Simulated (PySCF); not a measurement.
C₂H₃O₂, SMILES CC([O])=O (connectivity only; charge and spin as stated), charge -1, multiplicity 1.

Geometry optimised at PBE-D3(BJ)/def2-SVPD. The multiplicity is an assumed one; other spin states were not compared. The isomer is the one that the SMILES or the coordinates give; other isomers of the formula were not compared.

Two levels are set side by side: PBE/def2-TZVPD (PySCF) and M06-2X/def2-TZVPD (PySCF). Same geometry, gas phase. Differences are taken from unrounded values.

```
quantity                     M06-2X
---------------------------  ------
orbital gap (eV)               7.16
highest occupied level (eV)   -2.95
lowest empty level (eV)        4.20
mean polarisability (bohr³)    43.9
```

Problem. What does PBE give, and how far is it from M06-2X? (The exact figures need the calculation; the answer reports its results.)

Solution. 
```tsv
quantity	PBE	PBE minus M06-2X
orbital gap (eV)	3.23	-3.93
highest occupied level (eV)	0.37	3.32
lowest empty level (eV)	3.60	-0.60
mean polarisability (bohr³)	52.8	8.9
```

PBE's occupied levels lie high since its potential decays too fast outside the molecule; exact exchange lowers them and widens the gap. PBE's more diffuse valence density responds more strongly to a field. Differences between two approximate levels are no errors against the true value.

Rough cost on one machine, each run with all the roots and properties that it gave: M06-2X against PBE about 4 times.
